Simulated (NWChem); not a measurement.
Molecule: TeCl₂; SMILES Cl[Te]Cl

Program: NWChem. def2 effective core potentials on Te; no spin-orbit coupling. Each level has its own optimisation; frequencies are unscaled.

| level | r Cl–Te (Å) | highest harmonic frequency (cm⁻¹) | lowest (cm⁻¹) | zero-point energy (kcal/mol) |
|---|---|---|---|---|
| CAM-B3LYP/def2-SVP (core potentials) | 2.361 | 387 | 123 | 1.3 |
| Hartree-Fock/3-21G (all-electron, non-relativistic) | 2.469 | 353 | 117 | 1.2 |
| PBE0/def2-SVP (core potentials) | 2.360 | 384 | 121 | 1.3 |
